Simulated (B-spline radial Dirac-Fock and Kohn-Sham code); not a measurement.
## Photoionisation of tantalum ions at Ag Lα (2984.4 eV)

Method: a relativistic central-field model (Hartree-Slater potential of the initial state, Latter tail, multipole expansion of the photon field, Dirac-Fock thresholds). Computed with a radial atomic solver. Cross sections in kb; a dash marks an empty subshell or a threshold above the photon energy.

| ion | configuration | total | 3d5/2 | 4p3/2 | 5s | 5p1/2 | 5d5/2 |
| --- | --- | --- | --- | --- | --- | --- | --- |
| Ta | [Xe] 4f14 5d3 6s2 | 560.4 | 177 | 21.4 | 1.56 | 1.57 | 0.461 |
| Ta⁴⁺ | [Xe] 4f14 5d1 | 560.3 | 177 | 21.4 | 1.59 | 1.64 | 0.240 |
| Ta⁵⁺ | [Xe] 4f14 | 560.1 | 177 | 21.4 | 1.62 | 1.69 | – |
